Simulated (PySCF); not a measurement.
Isomers of C7H14S, from PBE0-D3(BJ)/def2-SVP geometry optimisation, gas phase in PySCF. One conformer each, no zero-point energy, no frequencies.

Problem. Which is lowest in electronic energy at this level?
A. `[CH3:1][CH:2]([CH3:3])[C@@H:4]1[CH2:5][C@H:6]1[CH2:7][SH:8]` with C1–C2–C4–C5 153°, C5–C6–C7–S8 -85°, C6–C7–S8–H 57°: A = 4342, B = 679.9, C = 620.1 MHz, dipole 1.80 D
B. `[CH3:1][C:2](=[S:3])[CH2:4][CH2:5][CH:6]([CH3:7])[CH3:8]` with C1–C2–C4–C5 -70°, C2–C4–C5–C6 -173°, C4–C5–C6–C7 -62°: A = 3305, B = 685.6, C = 655.4 MHz, dipole 2.89 D
C. `[CH3:1][CH:2]([CH3:3])[C@@H:4]1[CH2:5][C@@H:6]1[CH2:7][SH:8]` with C1–C2–C4–C5 160°, C5–C6–C7–S8 -159°, C6–C7–S8–H -58°: A = 2471, B = 1056, C = 814.8 MHz, dipole 1.56 D
D. `[CH3:1][CH2:2][S:3][CH2:4][CH:5]1[CH2:6][CH2:7][CH2:8]1` with C1–C2–S3–C4 -74°, C2–S3–C4–C5 176°, S3–C4–C5–C6 -174°, C4–C5–C6–C7 141°, C5–C6–C7–C8 -19°, C6–C7–C8–C5 19°, C4–C5–C8–C7 -141°: A = 4077, B = 738.3, C = 723.8 MHz, dipole 1.46 D

Solution. B. That is `CC(=S)CCC(C)C`, 5.8 kcal/mol below the next.

```csv
SMILES,mapped SMILES,E (Eh),relative (kcal/mol),relative (kJ/mol),dipole (D)
CC(=S)CCC(C)C,[CH3:1][C:2](=[S:3])[CH2:4][CH2:5][CH:6]([CH3:7])[CH3:8],-672.57823,0.0,0.0,2.89
CC(C)[C@@H]1C[C@H]1CS,[CH3:1][CH:2]([CH3:3])[C@@H:4]1[CH2:5][C@H:6]1[CH2:7][SH:8],-672.56893,5.8,24.4,1.80
CC(C)[C@@H]1C[C@@H]1CS,[CH3:1][CH:2]([CH3:3])[C@@H:4]1[CH2:5][C@@H:6]1[CH2:7][SH:8],-672.56716,6.9,29.1,1.56
CCSCC1CCC1,[CH3:1][CH2:2][S:3][CH2:4][CH:5]1[CH2:6][CH2:7][CH2:8]1,-672.56398,8.9,37.4,1.46
```

As drawn, the lowest has a C=S bond, which the highest lacks; the highest has a four-membered ring, which the lowest lacks.
